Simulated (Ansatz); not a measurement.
CHO₂ (SMILES O=[C]O), doublet, geometry from GFN2-xTB, atoms displaced at random by about 0.1 Å a coordinate; HF/3-21G run with Ansatz (a quantum-chemistry and plane-wave program).

Here is a job for Ansatz.
Ansatz 0.2 input:
```yaml
crystal:
  periodic: [false, false, false]
  atoms:
    - {symbol: O, position_ang: [1.03867250, -0.66177303, -0.11694432]}
    - {symbol: C, position_ang: [0.36481505, 0.38647847, 0.30432946]}
    - {symbol: O, position_ang: [-1.01868746, 0.61323442, 0.05554607]}
    - {symbol: H, position_ang: [-1.43186145, -0.04592521, -0.47039925]}
basis:
  gaussian:
    orbitals: 3-21G.json
hamiltonian:
  xc: hf
magnetization: {spin_polarized: true, initial_magnetization: 1}
relax: {f_tol: 0.05}
```
The basis file holds 3-21G in the JSON format of the Basis Set Exchange.

Q: What does Ansatz print? Leave out banner, timings and long lists.

A: 
```
Functional definition: HF
351 factors; integrals over basis functions are off by at most 1.5e-4 eV
mean field evaluation 1: about -5086.1387 eV, gradient 2.6e1 eV
mean field evaluation 2: about -5086.2435 eV, gradient 2.6e1 eV
mean field evaluation 4: about -5089.3460 eV, gradient 3.1e0 eV
mean field evaluation 8: about -5089.4399 eV, gradient 5.6e-1 eV
mean field evaluation 16: about -5089.4541 eV, gradient 1.3e-1 eV
mean field evaluation 32: about -5089.4903 eV, gradient 4.6e-5 eV
mean field evaluation 64: about -5080.4047 eV, gradient 1.9e1 eV
mean field evaluation 96: about -5089.4603 eV, gradient 1.2e-1 eV
mean field -5089.49031832 eV, -187.0353194178 hartree, gradient 4.6e-5 eV, S^2 1.003401; 1 other end points of the search recorded, 0 dependent functions left out
the calculation of the forces begins
reference -5089.49031832 eV, -187.0353194178 hartree; 12, 11 occupied and 17, 18 virtual orbitals, 351 factors
relax step   1: F+E_penalty+E_count = -5089.49031832 eV  Δ(F+E_penalty+E_count) = +0.000e0 eV  max|allowed force component| = 5.828e0 eV/Å  Δτ_max = 0.0000 Å  (161 SCF iters, accepted)
these checks for a lower state are left out or cut short: starts, cluster_reference, orbital_swaps, neighbouring_geometries, increment
351 factors; integrals over basis functions are off by at most 1.5e-4 eV
mean field -5090.22373767 eV, -187.0622720817 hartree, gradient 1.8e-5 eV, S^2 0.776763; 0 other end points of the search recorded, 0 dependent functions left out
the calculation of the forces begins
reference -5090.22373767 eV, -187.0622720817 hartree; 12, 11 occupied and 17, 18 virtual orbitals, 351 factors
relax step   2: F+E_penalty+E_count = -5090.22373767 eV  Δ(F+E_penalty+E_count) = -7.334e-1 eV  max|allowed force component| = 3.000e0 eV/Å  Δτ_max = 0.0602 Å  (74 SCF iters, accepted)
these checks for a lower state are left out or cut short: starts, cluster_reference, orbital_swaps, neighbouring_geometries, increment
351 factors; integrals over basis functions are off by at most 1.4e-4 eV
mean field -5090.23375956 eV, -187.0626403793 hartree, gradient 2.2e-5 eV, S^2 0.762815; 0 other end points of the search recorded, 0 dependent functions left out
the calculation of the forces begins
reference -5090.23375956 eV, -187.0626403793 hartree; 12, 11 occupied and 17, 18 virtual orbitals, 351 factors
[...]
relax step   3: F+E_penalty+E_count = -5090.23375956 eV  Δ(F+E_penalty+E_count) = -1.002e-2 eV  max|allowed force component| = 3.929e0 eV/Å  Δτ_max = 0.0592 Å  (53 SCF iters, accepted)
relax step   4: F+E_penalty+E_count = -5090.27955115 eV  Δ(F+E_penalty+E_count) = -4.579e-2 eV  max|allowed force component| = 2.603e0 eV/Å  Δτ_max = 0.0794 Å  (55 SCF iters, accepted)
[...]
these checks for a lower state are left out or cut short: starts, cluster_reference, orbital_swaps, neighbouring_geometries, increment
351 factors; integrals over basis functions are off by at most 1.4e-4 eV
mean field evaluation 128: about -5090.0024 eV, gradient 4.8e0 eV
mean field -5090.34677600 eV, -187.0667936571 hartree, gradient 2.5e-5 eV, S^2 0.766802; 0 other end points of the search recorded, 0 dependent functions left out
the calculation of the forces begins
reference -5090.34677600 eV, -187.0667936571 hartree; 12, 11 occupied and 17, 18 virtual orbitals, 351 factors
relax step   5: F+E_penalty+E_count = -5090.34677600 eV  Δ(F+E_penalty+E_count) = -6.722e-2 eV  max|allowed force component| = 6.898e-2 eV/Å  Δτ_max = 0.0545 Å  (69 SCF iters, accepted)
these checks for a lower state are left out or cut short: starts, cluster_reference, orbital_swaps, neighbouring_geometries, increment
351 factors; integrals over basis functions are off by at most 1.4e-4 eV
mean field -5090.34699541 eV, -187.0668017202 hartree, gradient 2.8e-5 eV, S^2 0.766971; 0 other end points of the search recorded, 0 dependent functions left out
the calculation of the forces begins
reference -5090.34699541 eV, -187.0668017202 hartree; 12, 11 occupied and 17, 18 virtual orbitals, 351 factors
relax step   6: F+E_penalty+E_count = -5090.34699541 eV  Δ(F+E_penalty+E_count) = -2.194e-4 eV  max|allowed force component| = 1.731e-2 eV/Å  Δτ_max = 0.0044 Å  (71 SCF iters, accepted)
351 factors; integrals over basis functions are off by at most 1.4e-4 eV
mean field evaluation 160: about -5090.3229 eV, gradient 5.8e-1 eV
mean field -5090.34699541 eV, -187.0668017202 hartree, gradient 2.8e-5 eV, S^2 0.766971; 1 other end points of the search recorded, 0 dependent functions left out
the calculation of the forces begins
reference -5090.34699541 eV, -187.0668017202 hartree; 12, 11 occupied and 17, 18 virtual orbitals, 351 factors
Total energy: -5090.34699541 eV, -187.0668017202 hartree
Atom 0 at     1.003441    -0.590511    -0.088571 Å, force    -0.008338     0.011318     0.004237 eV/Å
Atom 1 at     0.338297     0.322422     0.265961 Å, force     0.017306    -0.013648    -0.002921 eV/Å
Atom 2 at    -0.949693     0.606648     0.063972 Å, force    -0.010358     0.001557    -0.002314 eV/Å
Atom 3 at    -1.439107    -0.046544    -0.468830 Å, force     0.001389     0.000773     0.000999 eV/Å
Dipole moment:    -0.422156    -0.040495    -0.146336 e Å
```
